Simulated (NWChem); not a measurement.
# Lowest excitation of silene (CH4Si)

```xyz
6

C      0.0000     0.0000     1.1569
Si     0.0000     0.0000    -0.5507
H      0.9266     0.0000     1.7379
H     -0.9266     0.0000     1.7379
H     -1.2496     0.0000    -1.3539
H      1.2496     0.0000    -1.3539
```
Charge 0, spin multiplicity 1.

The numbers come from NWChem runs, not from measurements. Structure: optimised with PBE0/def2-SVP, a minimum by its harmonic frequencies.

Basis set: def2-SVPD.

The cost column gives rough processor time relative to CIS; each entry includes its own SCF.

The correlated methods keep 6 core orbitals frozen. B3LYP has NWChem's definition, with VWN1-RPA local correlation. Coupled-cluster values serve here as a point of comparison, not as the truth.

```json
[
 {"method": "CIS", "lowest vertical singlet excitation energy (eV)": "[?]", "relative cost": "1"},
 {"method": "TD-PBE", "lowest vertical singlet excitation energy (eV)": "5.10", "relative cost": "under 3"},
 {"method": "TD-BHandHLYP", "lowest vertical singlet excitation energy (eV)": "[?]", "relative cost": "under 3"},
 {"method": "TD-B3LYP", "lowest vertical singlet excitation energy (eV)": "5.11", "relative cost": "under 3"},
 {"method": "EOM-CCSD", "lowest vertical singlet excitation energy (eV)": "[?]", "relative cost": "4"}
]
```

Q: What belongs in the gaps?

A: 
- CIS, lowest vertical singlet excitation energy (eV): 5.57
- TD-BHandHLYP, lowest vertical singlet excitation energy (eV): 5.16
- EOM-CCSD, lowest vertical singlet excitation energy (eV): 5.43
